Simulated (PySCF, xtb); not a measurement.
CH12Si5, SMILES [SiH3][Si]1([SiH3])[SiH2]C[SiH2]1.

xtb with GFN2-xTB at its own geometry gives an orbital gap of 3.34 eV and a dipole moment of 0.13 D.

The structure is a stationary point at B3LYP-D3(BJ)/def2-SVP. This is a generated structure with no PubChem entry under its InChIKey; it may be hypothetical.

Question: What does PBE/def2-TZVP in PySCF give? (The exact figures need the calculation; the answer reports its results.)

Answer: gap 4.80 eV (levels -6.27 and -1.47 eV), dipole 0.69 D.
